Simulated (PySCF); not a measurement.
An unknown is described by computed data only.

Formula: Al2Cl2H4.

* Triplet: lowest triplet excitation (Tamm–Dancoff): 6.09 eV [TDA CAM-B3LYP/def2-SVPD]
* UV, strongest line: among the 10 lowest singlet transitions: S6 at 8.02 eV (155 nm, f = 0.181) [TDDFT CAM-B3LYP/def2-SVPD]
* XPS: Cl2p3/2 206.7 (×2), Al1s 1568.0 (×2), Cl1s 2829.4 (×2) eV [ΔSCF SCAN, pcX-2 on the ionised atom, pcseg-1 elsewhere, spin-free X2C, 2p3/2 from a spin–orbit splitting computed afterwards within the 2p shell]
* Valence photoelectron: vertical ionisation energy: 10.68 eV [ΔSCF CAM-B3LYP/def2-SVPD]
* Rotational structure: rotational constants A, B, C: 2.862, 2.608, 1.427 GHz [PBE0-D3(BJ)/def2-SVP]
* Polarisability: 80.6 au [CAM-B3LYP/def2-SVPD]
* Dipole: 0.00 D [CAM-B3LYP/def2-SVPD]
* 1H NMR: chemical shifts (computed TMS as zero) by class: 4.56 (4 H) ppm [GIAO B97-2/pcSseg-2]
* UV, first state: lowest singlet excitation: 6.48 eV (191 nm, f = 0.000) [TDDFT CAM-B3LYP/def2-SVPD]
* NMR, other nuclei: isotropic shieldings of nuclei other than C and H, by class: 424 (2 Al), 929 (2 Cl) ppm [GIAO B97-2/pcSseg-2]

The electronic properties come from PySCF, for the isolated species, density fitting. Levels stand in brackets. Isolated species at its PBE0-D3(BJ)/def2-SVP geometry, gas phase. Each NMR value is the plain mean over a class of atoms that symmetry, rotation or inversion makes alike.

Question: Propose a structure and show how it fits.

Answer: Numbering: `[AlH2-:1]1[Cl+:2][AlH2-:3][Cl+:4]1`. All hydrogens form one class (4.56 ppm): Al–H hydrogen. The other shieldings belong to: 424 ppm, aluminium bonded to 2 Cl and 2 H [Al1/Al3]; 929 ppm, chlorine bonded to 2 Al [Cl2/Cl4]. The core levels belong to: Cl2p3/2 206.7 eV, chlorine bonded to 2 Al [Cl2/Cl4]; Al1s 1568.0 eV, aluminium bonded to 2 Cl and 2 H [Al1/Al3]; Cl1s 2829.4 eV, chlorine bonded to 2 Al [Cl2/Cl4]. The vanishing dipole is forced by symmetry. The optimised geometry has point group D2h and is an asymmetric top. Structure: `[AlH2-]1[Cl+][AlH2-][Cl+]1`. The assignments are read from this structure; whether some other isomer fits the data as well wasn't checked.
